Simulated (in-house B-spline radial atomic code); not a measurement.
# RPA and G0W0 on wB97X: the rubidium ion Rb⁸⁺

Configuration [Ar] 3d10 4s1, highest spin, mean-field start wB97X. Computed with an all-electron radial atomic-structure program (B-spline basis): all electrons, scalar-relativistic (spin-free one-electron X2C), finite nucleus, each spin shell either full or empty, empty states to l = 9 with an (l + 1/2)⁻⁴ tail; G0W0 by contour deformation at full frequency.

Command:
```bash
python run_gw.py task.json out
```
Settings (radii: box in bohr, nucleus in fm):
```
Z                        37
electrons                29
configuration            [Ar] 3d10 4s1
hamiltonian              x2c
method                   wb97x
lmax                     9
rms_radius               4.2036
spin_polarised           True
box_radius               7.7
intervals                66
ion_configuration        [Ar] 3d10
```

Run time, properties included: 8.4 s on 1 thread of Arm Neoverse N1, with other jobs on the host.

Energies (hartree):

```
                                     term        value
                         mean-field total  -2962.52289
Hartree-Fock functional on these orbitals  -2960.82859
                      direct second order      -2.4167
                    second-order exchange      0.71128
                         SOSEX correction      0.66961
```

Task: What is the RPA correlation energy, and what remains with SOSEX?

Result: RPA gives -2.1775 hartree (-2.04 eV per electron); RPA + SOSEX gives -1.5078, and the second-order doubles -1.7054 hartree (no singles). SOSEX takes back 31 % of the RPA value.

Quasi-particle levels (eV):

| level | occupied | mean field | Σx - vxc | Σc | QP weight | G0W0 |
| --- | --- | --- | --- | --- | --- | --- |
| 4s up | yes | -147.94 | -1.78 | ? | ? | ? |
| 3d down | yes | -242.10 | -14.86 | 2.51 | 0.971 | -254.45 |
| 3d up | yes | -242.38 | -14.94 | 2.59 | 0.950 | -254.73 |
| 4s down | no | -133.01 | 3.15 | -2.56 | 0.979 | -132.42 |

G0W0 = mean field + (Σx - vxc) + Σc, with Σc (partial-wave tail included) taken at the quasi-particle energy. Only the outer levels were computed. Levels of low weight are left out.

Task: Where does G0W0 put 4s up?

Result: At -151.64 eV, with Σc = -1.92 eV and a quasi-particle weight of 0.985. The tabulated removal energy is 150.628 ± 0.025 eV (NIST, measured); the calculation leaves out spin-orbit coupling, Breit and QED terms, and what these don't explain is the method's own error.

Task: What does it cost to remove one electron (to [Ar] 3d10) by differences of total energies, each species on its own start (correlation terms add to the Hartree-Fock functional)?

Result: wB97X 150.11 eV, Hartree-Fock functional 149.41 eV, + RPA 151.22 eV, + RPA + SOSEX 150.54 eV, + second order 150.89 eV. Tabulated: 150.628 ± 0.025 eV (NIST, measured); the calculation leaves out spin-orbit coupling, Breit and QED terms, and what these don't explain is the method's own error.
